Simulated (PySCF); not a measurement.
**Working out the ionisation energy of Au**

Au [Xe] 4f14 5d10 6s1 (2S) → Au⁺ [Xe] 4f14 5d10 (1S). Calculation: PySCF 2.14, in x2c-TZVPPall with one added diffuse shell each of s, p, d, f type (12s8p8d4f1g, 113 functions); scalar relativity by spin-free X2C-1e. Frozen: [Kr] 4d10 4f14. Energies in hartree (1 hartree = 27.21139 eV):

```tsv
part	Au (lower)	Au⁺ (upper)
UHF	-19008.783529	-19008.500192
MP2 opposite-spin	-0.393788	-0.358624
MP2 same-spin	-0.201403	-0.177276
```

Problem. What does Hartree-Fock give?

Solution. (-19008.500192) − (-19008.783529) = 0.283337 hartree = 7.710 eV.

Problem. What do MP2 and SCS-MP2 (6/5 opposite-spin, 1/3 same-spin) give?

Solution. The opposite-spin parts differ by 0.957 eV and the same-spin parts by 0.657 eV. MP2: 7.710 + (0.957) + (0.657) = 9.324 eV. SCS-MP2: 7.710 + 1.2 × (0.957) + (0.657)/3 = 9.077 eV.

Measured between the centres of the two terms (NIST): 9.226 eV, so MP2 (valence and next inner shell) is off by 0.098 eV.

What remains against the reference includes basis incompleteness, the frozen core and correlation beyond second order.
